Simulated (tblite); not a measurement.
C7H8O.
Numbering: `[O:1]=[CH:2][C@:3]12[CH2:4][C@@H:5]3[C@H:6]([CH2:7]1)[C@H:8]23` (hydrogens: H9 on C2; H10, H11 on C4; H12 on C5; H13 on C6; H14, H15 on C7; H16 on C8)

Computed with GFN2-xTB (tblite), gas phase: Langevin dynamics at 200 K from the optimised GFN2-xTB geometry, time step 0.5 fs, friction 0.01 fs⁻¹, 2000 steps. The instantaneous temperature is 2·E(kin)/(3Nk) with all 3N coordinates.

```json
{"t (fs)": "0", "T (K)": "163", "E(pot) above start (eV)": "0.000", "O1=C2 (Å)": "1.201", "C2–C3 (Å)": "1.477", "C3–C4 (Å)": "1.546", "C4–C5 (Å)": "1.515", "C5–C6 (Å)": "1.518", "C2–H9 (Å)": "1.112", "O1–C2–C3–C4 (°)": "-116"}
{"t (fs)": "50", "T (K)": "164", "E(pot) above start (eV)": "0.195", "O1=C2 (Å)": "1.225", "C2–C3 (Å)": "1.481", "C3–C4 (Å)": "1.572", "C4–C5 (Å)": "1.544", "C5–C6 (Å)": "1.532", "C2–H9 (Å)": "1.094", "O1–C2–C3–C4 (°)": "-100"}
{"t (fs)": "100", "T (K)": "136", "E(pot) above start (eV)": "0.259", "O1=C2 (Å)": "1.180", "C2–C3 (Å)": "1.537", "C3–C4 (Å)": "1.549", "C4–C5 (Å)": "1.485", "C5–C6 (Å)": "1.515", "C2–H9 (Å)": "1.087", "O1–C2–C3–C4 (°)": "-89"}
{"t (fs)": "150", "T (K)": "141", "E(pot) above start (eV)": "0.214", "O1=C2 (Å)": "1.224", "C2–C3 (Å)": "1.488", "C3–C4 (Å)": "1.537", "C4–C5 (Å)": "1.527", "C5–C6 (Å)": "1.490", "C2–H9 (Å)": "1.088", "O1–C2–C3–C4 (°)": "-77"}
{"t (fs)": "200", "T (K)": "156", "E(pot) above start (eV)": "0.181", "O1=C2 (Å)": "1.205", "C2–C3 (Å)": "1.462", "C3–C4 (Å)": "1.546", "C4–C5 (Å)": "1.518", "C5–C6 (Å)": "1.522", "C2–H9 (Å)": "1.118", "O1–C2–C3–C4 (°)": "-105"}
{"t (fs)": "250", "T (K)": "187", "E(pot) above start (eV)": "0.401", "O1=C2 (Å)": "1.187", "C2–C3 (Å)": "1.481", "C3–C4 (Å)": "1.569", "C4–C5 (Å)": "1.511", "C5–C6 (Å)": "1.506", "C2–H9 (Å)": "1.086", "O1–C2–C3–C4 (°)": "-120"}
{"t (fs)": "300", "T (K)": "168", "E(pot) above start (eV)": "0.454", "O1=C2 (Å)": "1.243", "C2–C3 (Å)": "1.433", "C3–C4 (Å)": "1.538", "C4–C5 (Å)": "1.587", "C5–C6 (Å)": "1.526", "C2–H9 (Å)": "1.070", "O1–C2–C3–C4 (°)": "-116"}
{"t (fs)": "350", "T (K)": "199", "E(pot) above start (eV)": "0.433", "O1=C2 (Å)": "1.179", "C2–C3 (Å)": "1.464", "C3–C4 (Å)": "1.582", "C4–C5 (Å)": "1.452", "C5–C6 (Å)": "1.497", "C2–H9 (Å)": "1.059", "O1–C2–C3–C4 (°)": "-131"}
{"t (fs)": "400", "T (K)": "216", "E(pot) above start (eV)": "0.321", "O1=C2 (Å)": "1.207", "C2–C3 (Å)": "1.505", "C3–C4 (Å)": "1.527", "C4–C5 (Å)": "1.536", "C5–C6 (Å)": "1.561", "C2–H9 (Å)": "1.066", "O1–C2–C3–C4 (°)": "-139"}
{"t (fs)": "450", "T (K)": "181", "E(pot) above start (eV)": "0.456", "O1=C2 (Å)": "1.200", "C2–C3 (Å)": "1.471", "C3–C4 (Å)": "1.522", "C4–C5 (Å)": "1.503", "C5–C6 (Å)": "1.526", "C2–H9 (Å)": "1.102", "O1–C2–C3–C4 (°)": "-150"}
{"t (fs)": "500", "T (K)": "152", "E(pot) above start (eV)": "0.346", "O1=C2 (Å)": "1.190", "C2–C3 (Å)": "1.528", "C3–C4 (Å)": "1.565", "C4–C5 (Å)": "1.542", "C5–C6 (Å)": "1.514", "C2–H9 (Å)": "1.090", "O1–C2–C3–C4 (°)": "-164"}
{"t (fs)": "550", "T (K)": "229", "E(pot) above start (eV)": "0.417", "O1=C2 (Å)": "1.221", "C2–C3 (Å)": "1.461", "C3–C4 (Å)": "1.545", "C4–C5 (Å)": "1.518", "C5–C6 (Å)": "1.542", "C2–H9 (Å)": "1.106", "O1–C2–C3–C4 (°)": "-169"}
{"t (fs)": "600", "T (K)": "226", "E(pot) above start (eV)": "0.373", "O1=C2 (Å)": "1.208", "C2–C3 (Å)": "1.485", "C3–C4 (Å)": "1.545", "C4–C5 (Å)": "1.532", "C5–C6 (Å)": "1.453", "C2–H9 (Å)": "1.118", "O1–C2–C3–C4 (°)": "-168"}
{"t (fs)": "650", "T (K)": "209", "E(pot) above start (eV)": "0.349", "O1=C2 (Å)": "1.179", "C2–C3 (Å)": "1.507", "C3–C4 (Å)": "1.530", "C4–C5 (Å)": "1.516", "C5–C6 (Å)": "1.531", "C2–H9 (Å)": "1.154", "O1–C2–C3–C4 (°)": "-158"}
{"t (fs)": "700", "T (K)": "188", "E(pot) above start (eV)": "0.570", "O1=C2 (Å)": "1.237", "C2–C3 (Å)": "1.475", "C3–C4 (Å)": "1.543", "C4–C5 (Å)": "1.537", "C5–C6 (Å)": "1.529", "C2–H9 (Å)": "1.146", "O1–C2–C3–C4 (°)": "-162"}
{"t (fs)": "750", "T (K)": "234", "E(pot) above start (eV)": "0.509", "O1=C2 (Å)": "1.167", "C2–C3 (Å)": "1.492", "C3–C4 (Å)": "1.506", "C4–C5 (Å)": "1.488", "C5–C6 (Å)": "1.476", "C2–H9 (Å)": "1.169", "O1–C2–C3–C4 (°)": "-172"}
{"t (fs)": "800", "T (K)": "215", "E(pot) above start (eV)": "0.541", "O1=C2 (Å)": "1.225", "C2–C3 (Å)": "1.474", "C3–C4 (Å)": "1.558", "C4–C5 (Å)": "1.492", "C5–C6 (Å)": "1.555", "C2–H9 (Å)": "1.148", "O1–C2–C3–C4 (°)": "-173"}
{"t (fs)": "850", "T (K)": "150", "E(pot) above start (eV)": "0.492", "O1=C2 (Å)": "1.207", "C2–C3 (Å)": "1.526", "C3–C4 (Å)": "1.529", "C4–C5 (Å)": "1.528", "C5–C6 (Å)": "1.537", "C2–H9 (Å)": "1.135", "O1–C2–C3–C4 (°)": "175"}
{"t (fs)": "900", "T (K)": "292", "E(pot) above start (eV)": "0.372", "O1=C2 (Å)": "1.185", "C2–C3 (Å)": "1.475", "C3–C4 (Å)": "1.540", "C4–C5 (Å)": "1.521", "C5–C6 (Å)": "1.535", "C2–H9 (Å)": "1.126", "O1–C2–C3–C4 (°)": "155"}
{"t (fs)": "950", "T (K)": "199", "E(pot) above start (eV)": "0.416", "O1=C2 (Å)": "1.234", "C2–C3 (Å)": "1.469", "C3–C4 (Å)": "1.519", "C4–C5 (Å)": "1.578", "C5–C6 (Å)": "1.493", "C2–H9 (Å)": "1.149", "O1–C2–C3–C4 (°)": "114"}
{"t (fs)": "1000", "T (K)": "230", "E(pot) above start (eV)": "0.303", "O1=C2 (Å)": "1.163", "C2–C3 (Å)": "1.481", "C3–C4 (Å)": "1.559", "C4–C5 (Å)": "1.545", "C5–C6 (Å)": "1.535", "C2–H9 (Å)": "1.111", "O1–C2–C3–C4 (°)": "117"}
```

Question: From 500 fs on, how do temperature and potential energy compare with equipartition?

Answer: The mean temperature of these 11 frames is 211 K against the target 200 K, and the mean potential energy 0.43 eV against 42 × kT/2 = 0.36 eV for 42 classical harmonic modes. For 16 atoms in a canonical ensemble the temperature itself scatters by T·√(2/(3N)) = 41 K; here its standard deviation is 38 K. The whole run lasts only 10 friction times of 100 fs, so these averages carry a wide statistical error.

Question: What are the kinetic and total energies of the listed frame with the highest potential energy?

Answer: The one at 700 fs, 0.570 eV above the start. Its kinetic energy is 3NkT/2 = 0.389 eV at 188 K, so the sum is 0.96 eV; over the listed frames the sum runs from 0.34 to 0.99 eV, since the thermostat adds and removes energy.

Question: How much do the listed bonds fluctuate from 500 fs on?

Answer: 
```csv
bond,at the start (Å),mean (Å),standard deviation (Å)
O1=C2,1.201,1.201,0.025
C2–C3,1.477,1.488,0.022
C3–C4,1.546,1.540,0.017
C4–C5,1.515,1.527,0.024
C5–C6,1.518,1.518,0.030
C2–H9,1.112,1.132,0.023
```

The motion is classical and holds no zero-point motion.

The cost below is that of the whole dynamics run. Hardware: one thread of an Intel Xeon Platinum 8488C, shared host with 192 logical CPUs at a one-minute load of 162. Cost: 16 s, 0.18 GiB resident at most.
